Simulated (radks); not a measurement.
Polarisability of the bismuth ion Bi+, [Hg] 6p2, at imaginary frequency. All-electron calculation, scalar-relativistic Kohn-Sham, exchange-only LDA, spin-polarised, spherical densities, finite nucleus; open shells are filled with parallel spins first (spin-orbit coupling, left out, can overturn this in heavy ions); Fermi nuclear charge, rms radius 5.5211 fm. Program: a radial shooting solver on a logarithmic mesh with Libxc functionals. Response by self-consistent Sternheimer equations with the Hartree and adiabatic exchange-only LDA kernel, the relativistic mass of each level held fixed and spin-orbit coupling left out.

| w (hartree) | alpha1(iw) (bohr^3) |
|---|---|
| 0.00266 | 29.15 |
| 0.0143 | 29.11 |
| 0.0360 | 28.84 |
| 0.0697 | 28.03 |
| 0.118 | 26.21 |
| 0.186 | 23.07 |
| 0.280 | 18.79 |
| 0.413 | 14.12 |
| 0.605 | 9.888 |
| 0.892 | 6.557 |
| 1.35 | 4.134 |
| 2.12 | 2.403 |
| 3.59 | 1.187 |
| 6.94 | 0.4419 |
| 17.5 | 0.1048 |

Static values: alpha1 = 29.15 bohr^3 (4.320 angstrom^3; uncoupled 45.66). C6 = 271.6, triple-dipole C9 = 5436 atomic units. One-pole (London) frequency 4 C6 / (3 alpha1^2) = 0.426 hartree, against 0.417 for minus the highest occupied eigenvalue.
